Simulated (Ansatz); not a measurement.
Born–Oppenheimer molecular dynamics of CH6AlISSi (11 atoms, charge 0, multiplicity 1). It starts at the highest image of a converged band, a first-order saddle point between two minima.

All numbers below come from RKS PBE0/def2-SVP (Ansatz 0.2.0).

- ensemble: NVE (velocity Verlet)
- time step: 0.5 fs
- steps asked: 191
- starting velocities drawn for: 300 K
- seed: 10451

First frame:

```xyz
11
Properties=species:S:1:pos:R:3
C -0.723 0.883 -1.437
Si 0.107 -0.739 -0.965
S 2.029 -0.072 0.291
Al 0.476 -0.616 1.815
I -0.771 1.336 2.730
H -1.715 0.677 -1.870
H -0.109 1.381 -2.203
H -0.832 1.554 -0.571
H 1.640 -1.275 -0.753
H -0.595 -1.218 0.362
H 0.558 -1.967 2.622
```

How far do the bonds stretch over the last three quarters of this one trajectory? (Pairs bonded in most of those frames.)


```
   bond  mean (Å)  spread (Å)  shortest  longest
 C1–Si2     1.902       0.065      1.77     1.99
  C1–H6     1.111       0.016      1.09     1.15
  C1–H7     1.107       0.010      1.09     1.13
  C1–H8     1.114       0.025      1.07     1.17
 Si2–S3     2.160       0.061      2.09     2.29
Si2–Al4     2.830       0.023      2.78     2.87
 Si2–H9     1.577       0.132      1.35     1.83
Si2–H10     1.563       0.080      1.42     1.72
 S3–Al4     2.224       0.060      2.13     2.31
 Al4–I5     2.493       0.019      2.44     2.51
Al4–H11     1.578       0.015      1.55     1.60
```

Mean temperature of the second half: 1180 K. The conserved energy stayed within 0.24 meV per atom of its start (net change -0.059 meV per atom), so the integration is sound. The kinetic energy rose, since the run started high on the potential surface and went downhill. A run of 0.096 ps of so small a system gives no equilibrium averages. The orbitals stay closed-shell, which can raise the energy where a bond breaks towards radicals; this wasn't checked here.

The run took 12 min on 2 threads of AMD EPYC 7R13 Processor (Zen 3) (shared host), peak memory 0.38 GiB.
